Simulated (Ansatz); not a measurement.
Born–Oppenheimer molecular dynamics of BCl₂H₆NSi (11 atoms, charge 0, multiplicity 1). It starts from a rough guess of a transition structure, not a stationary point.

Theory: UKS PBE0/STO-3G (Ansatz 0.2.0).

```json
{"ensemble": "NVE (velocity Verlet)", "time step": "0.5 fs", "steps asked": "150", "starting velocities drawn for": "100 K", "seed": "281582"}
```

Frames 5 fs apart, positions in Å, forces in eV/Å.

Velocities at 0.0 fs (Å/ps):

```
B -4.50 -0.82 4.87
N 2.38 3.85 -0.07
Cl -1.29 0.24 -1.63
Cl 2.06 -1.08 -0.01
H -1.00 -1.08 -10.84
Si 0.62 -1.06 0.41
H -1.42 4.35 0.77
H -5.98 4.45 4.39
H -4.50 5.44 19.44
H -3.75 5.75 -5.60
H -12.53 -4.65 -13.08
```

```xyz
11
Properties=species:S:1:pos:R:3:forces:R:3 time_fs=0.0 energy_less_start_eV=0.000 T=100
B -0.013 -0.205 -1.096 0.05 0.80 4.02
N 1.016 1.001 -0.227 -5.30 -5.04 3.96
Cl 1.134 -1.326 -1.887 0.61 -0.89 -0.31
Cl -1.027 0.770 -2.205 -0.82 0.49 -0.53
H 0.418 0.516 0.854 3.58 3.02 -4.29
Si -0.925 -0.799 0.899 0.00 -0.19 -1.77
H 2.011 0.830 -0.231 2.14 -0.24 0.04
H 0.783 1.970 -0.394 -0.36 2.08 -0.28
H 0.116 -1.123 1.912 -0.45 0.26 -0.55
H -1.814 -1.954 0.907 0.18 0.21 -0.06
H -1.699 0.321 1.468 0.36 -0.49 -0.24
11
Properties=species:S:1:pos:R:3:forces:R:3 time_fs=5.0 energy_less_start_eV=-0.683 T=697
B -0.034 -0.203 -1.031 0.29 0.06 2.68
N 1.001 0.997 -0.214 5.32 4.08 -13.02
Cl 1.129 -1.327 -1.896 0.12 -0.30 0.25
Cl -1.019 0.766 -2.207 -0.62 0.32 -0.09
H 0.708 0.772 0.579 -4.07 -2.90 13.28
Si -0.921 -0.805 0.894 0.18 -0.01 -2.55
H 2.083 0.850 -0.225 -1.93 0.30 -0.37
H 0.757 2.043 -0.376 0.52 -1.75 -0.07
H 0.045 -1.065 1.933 0.32 0.05 -0.10
H -1.818 -1.921 0.869 -0.04 -0.36 -0.13
H -1.726 0.270 1.384 -0.08 0.51 0.13
11
Properties=species:S:1:pos:R:3:forces:R:3 time_fs=10.0 energy_less_start_eV=-0.873 T=847
B -0.048 -0.198 -0.909 0.82 0.10 -0.07
N 1.000 1.000 -0.252 -1.60 -0.72 7.47
Cl 1.125 -1.331 -1.903 -0.46 0.33 1.08
Cl -1.016 0.764 -2.209 -0.11 -0.16 0.92
H 0.853 0.955 1.100 0.70 0.20 -6.37
Si -0.918 -0.812 0.867 -0.87 0.33 -1.60
H 2.032 0.896 -0.305 0.92 -0.34 -0.71
H 0.781 2.009 -0.415 -0.27 0.48 -0.69
H 0.038 -0.993 1.928 0.35 -0.11 -0.02
H -1.816 -1.949 0.808 0.30 -0.01 0.03
H -1.750 0.295 1.315 0.21 -0.10 -0.04
11
Properties=species:S:1:pos:R:3:forces:R:3 time_fs=15.0 energy_less_start_eV=-1.088 T=1043
B -0.044 -0.191 -0.790 1.09 0.26 -3.10
N 0.986 0.998 -0.206 0.99 -0.26 -13.66
Cl 1.118 -1.332 -1.902 -0.70 0.75 1.74
Cl -1.013 0.761 -2.205 0.33 -0.44 1.77
H 1.115 1.178 0.653 0.87 1.60 13.30
Si -0.921 -0.816 0.828 -0.24 0.11 0.99
H 2.019 0.882 -0.526 -1.54 -0.45 -0.20
H 0.766 1.979 -0.587 -0.36 -1.14 -0.24
H 0.093 -0.946 1.901 -0.56 -0.12 -0.68
H -1.755 -1.989 0.748 0.11 -0.04 0.00
H -1.738 0.313 1.244 0.00 -0.27 0.07
11
Properties=species:S:1:pos:R:3:forces:R:3 time_fs=20.0 energy_less_start_eV=-0.723 T=717
B -0.018 -0.180 -0.735 0.50 -0.08 -3.63
N 0.997 1.012 -0.219 1.81 2.14 1.38
Cl 1.106 -1.328 -1.890 -0.45 0.85 1.81
Cl -1.008 0.756 -2.189 0.56 -0.22 1.89
H 1.319 1.380 0.993 -1.61 -1.91 -5.84
Si -0.927 -0.819 0.795 -1.08 -0.51 0.17
H 1.850 0.748 -0.826 0.18 0.16 1.40
H 0.639 1.831 -0.839 0.09 -0.20 1.48
H 0.073 -0.933 1.775 0.70 -0.28 0.96
H -1.669 -2.041 0.690 -0.18 -0.11 0.02
H -1.736 0.285 1.195 -0.52 0.16 0.34
11
Properties=species:S:1:pos:R:3:forces:R:3 time_fs=25.0 energy_less_start_eV=-1.224 T=1134
B 0.018 -0.170 -0.757 -0.76 -0.59 -2.14
N 1.025 1.042 -0.243 -3.01 -3.79 -11.02
Cl 1.092 -1.319 -1.866 0.07 0.50 1.39
Cl -1.000 0.749 -2.160 0.41 0.11 1.47
H 1.289 1.297 0.596 2.34 2.30 8.77
Si -0.940 -0.827 0.765 0.09 -0.35 1.57
H 1.775 0.652 -0.854 1.26 0.74 0.26
H 0.516 1.732 -0.832 0.29 1.35 0.16
H 0.129 -0.975 1.786 -0.87 0.04 -0.41
H -1.615 -2.105 0.637 -0.04 0.34 0.00
H -1.825 0.259 1.210 0.22 -0.65 -0.04
11
Properties=species:S:1:pos:R:3:forces:R:3 time_fs=30.0 energy_less_start_eV=-1.461 T=1349
B 0.040 -0.171 -0.826 -1.17 -0.04 0.01
N 1.033 1.041 -0.349 2.35 1.85 2.74
Cl 1.078 -1.307 -1.833 0.84 -0.60 0.42
Cl -0.989 0.743 -2.122 -0.38 0.55 0.39
H 1.370 1.335 0.805 -1.90 -1.66 -4.74
Si -0.953 -0.837 0.746 0.54 -0.41 -0.31
H 2.001 0.714 -0.834 -2.25 1.92 0.58
H 0.456 1.919 -0.770 2.39 -1.71 0.47
H 0.046 -1.015 1.758 0.11 0.01 0.44
H -1.582 -2.113 0.581 -0.25 -0.15 -0.12
H -1.894 0.123 1.231 -0.29 0.26 0.13
11
Properties=species:S:1:pos:R:3:forces:R:3 time_fs=35.0 energy_less_start_eV=-2.281 T=2031
B 0.036 -0.173 -0.896 -0.74 0.88 1.40
N 1.063 1.057 -0.435 -0.45 -1.36 -0.25
Cl 1.070 -1.299 -1.797 1.51 -1.83 -0.60
Cl -0.981 0.741 -2.082 -1.56 0.98 -1.05
H 1.169 1.115 0.562 0.38 0.02 2.60
Si -0.962 -0.851 0.727 0.05 -0.24 -0.17
H 2.000 1.051 -0.826 1.88 -0.86 -0.84
H 0.732 1.958 -0.729 -1.58 2.16 -0.79
H -0.034 -1.052 1.812 0.13 0.04 0.10
H -1.594 -2.134 0.500 0.11 0.14 -0.11
H -2.002 0.014 1.265 0.29 0.06 -0.30
11
Properties=species:S:1:pos:R:3:forces:R:3 time_fs=40.0 energy_less_start_eV=-1.049 T=995
B 0.017 -0.158 -0.936 0.25 0.40 2.05
N 1.091 1.064 -0.523 2.94 5.30 3.23
Cl 1.072 -1.303 -1.765 1.56 -2.24 -0.95
Cl -0.983 0.745 -2.049 -2.74 1.56 -2.33
H 1.086 0.961 0.632 0.89 0.93 -3.51
Si -0.971 -0.867 0.705 0.57 -0.13 0.49
H 2.191 1.253 -0.889 -3.28 -2.14 1.28
H 0.799 2.185 -0.733 -0.27 -4.01 0.91
H -0.087 -1.079 1.879 -0.35 0.12 -0.83
H -1.589 -2.136 0.396 0.18 -0.01 -0.04
H -2.058 -0.067 1.240 0.25 0.22 -0.32
11
Properties=species:S:1:pos:R:3:forces:R:3 time_fs=45.0 energy_less_start_eV=-1.422 T=1311
B 0.005 -0.133 -0.931 1.36 -0.16 1.91
N 1.145 1.125 -0.580 -3.34 -6.36 6.30
Cl 1.084 -1.322 -1.739 0.99 -1.51 -0.61
Cl -1.004 0.760 -2.030 -2.71 1.59 -2.38
H 1.180 0.914 0.473 0.27 0.74 -0.90
Si -0.975 -0.883 0.686 -0.15 0.26 -1.49
H 2.068 1.039 -0.836 4.91 -0.02 -2.59
H 0.691 1.964 -0.642 -1.99 5.42 -1.16
H -0.177 -1.089 1.821 0.87 -0.22 0.87
H -1.544 -2.141 0.282 0.04 -0.17 0.05
H -2.071 -0.090 1.147 -0.24 0.42 -0.01
11
Properties=species:S:1:pos:R:3:forces:R:3 time_fs=50.0 energy_less_start_eV=-1.292 T=1202
B 0.021 -0.108 -0.886 1.38 0.27 0.61
N 1.176 1.145 -0.585 -0.34 -0.58 0.14
Cl 1.103 -1.351 -1.717 0.49 -0.52 -0.22
Cl -1.042 0.785 -2.028 -1.43 0.80 -1.22
H 1.349 1.005 0.448 0.27 0.67 0.03
Si -0.979 -0.898 0.657 0.36 0.32 0.49
H 2.223 0.827 -1.077 -4.17 2.21 1.06
H 0.511 2.126 -0.707 3.56 -3.12 -0.29
H -0.140 -1.131 1.863 -0.56 0.17 -0.80
H -1.487 -2.173 0.185 -0.01 0.18 0.26
H -2.107 -0.041 1.043 0.45 -0.40 -0.04
11
Properties=species:S:1:pos:R:3:forces:R:3 time_fs=55.0 energy_less_start_eV=-1.699 T=1560
B 0.065 -0.081 -0.827 -0.08 -0.07 -0.79
N 1.187 1.135 -0.576 -0.98 -3.74 8.48
Cl 1.125 -1.383 -1.696 -0.06 0.41 0.12
Cl -1.090 0.815 -2.033 0.31 -0.14 0.13
H 1.638 1.265 0.476 -1.25 -0.59 -3.67
Si -0.981 -0.910 0.631 0.61 0.31 -0.52
H 1.851 0.996 -1.249 5.14 -1.84 -3.57
H 0.866 1.981 -0.879 -3.15 5.68 -1.09
H -0.181 -1.148 1.791 0.12 -0.02 0.47
H -1.438 -2.179 0.139 -0.22 -0.11 0.05
H -2.077 -0.052 0.941 -0.44 0.10 0.38
```

Of the whole run (75 fs, mean temperature of the second half 1235 K): The conserved energy stayed within 3.5 meV per atom of its start (net change -1.2 meV per atom), so there is no drift, though single steps change it by up to 36 meV in the whole system, a sign of fast motions only just resolved. The system heated up, since it started high on the potential surface and ran downhill. A run of 0.075 ps of so small a system gives no equilibrium averages. The orbitals stay closed-shell, which can raise the energy where a bond breaks towards radicals; this wasn't checked here. Limits of this set-up: minimal basis.

The run took 11 min on 1 thread of Arm Neoverse V1, on a shared host, peak memory 0.16 GiB.
